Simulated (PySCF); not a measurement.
C2H7ISi. Atoms are numbered in the order given.

```xyz
11

Si     1.3405     0.4376     0.0000
C      2.0806    -0.2987    -1.5589
C      2.0806    -0.2987     1.5589
I     -1.1062    -0.0333     0.0000
H      1.4714     1.9212     0.0000
H      3.1633    -0.0896    -1.5958
H      1.9356    -1.3900    -1.5792
H      1.6131     0.1289    -2.4587
H      1.6131     0.1289     2.4587
H      1.9356    -1.3900     1.5792
H      3.1633    -0.0896     1.5958
```

Geometry: B3LYP-D3(BJ)/def2-SVP. The def2 effective core potentials stand for the cores of I; spin–orbit coupling is left out.

Computed with B3LYP-D3(BJ)/def2-SVP run with PySCF.

Frequencies are harmonic and unscaled.

Computed harmonic wavenumbers and intensities:
```csv
mode,ν (cm⁻¹),IR (km/mol),Raman (Å⁴/amu),depolarisation,moving atoms (share of kinetic energy)
1,156,0.9,3.1,0.75,"C 49 %, H 27 %, Si 17 %"
2,164,0.0,2.4,0.58,"H 51 %, C 35 %, I 11 %"
3,166,0.0,0.0,–,H 99 %
4,179,0.0,1.6,0.58,"H 78 %, C 17 %"
5,222,1.8,1.6,0.60,"H 34 %, Si 33 %, C 32 %"
6,334,33.0,9.5,0.16,"Si 68 %, I 16 %, H 11 %"
7,625,7.2,3.3,0.75,H 94 %
8,649,6.6,14.4,0.25,"C 49 %, H 38 %, Si 14 %"
9,693,46.7,14.2,0.34,"H 78 %, C 13 %, Si 9 %"
10,700,4.5,4.7,0.75,"H 54 %, C 33 %, Si 13 %"
11,774,29.1,2.4,0.75,"H 48 %, C 28 %, Si 24 %"
12,861,118.4,1.0,0.49,"H 68 %, C 23 %, Si 10 %"
13,883,198.3,3.2,0.74,"H 74 %, C 17 %, Si 9 %"
14,910,103.5,6.8,0.75,"H 81 %, C 11 %, Si 8 %"
15,1268,27.9,0.3,0.75,"H 78 %, C 22 %"
16,1273,9.5,0.6,0.32,"H 80 %, C 20 %"
17,1423,2.1,7.9,0.75,H 96 %
18,1428,0.6,14.1,0.75,H 95 %
19,1430,6.1,20.9,0.75,H 96 %
20,1440,4.9,1.9,0.62,H 96 %
21,2227,114.1,152.9,0.21,H 97 %
22,3028,1.1,8.1,0.75,H 97 %
23,3029,4.3,307.7,0.02,H 97 %
24,3119,0.1,32.2,0.75,"H 91 %, C 9 %"
25,3120,6.0,181.6,0.75,"H 91 %, C 9 %"
26,3139,2.3,94.3,0.74,"H 91 %, C 9 %"
27,3139,0.9,45.3,0.75,"H 91 %, C 9 %"
```
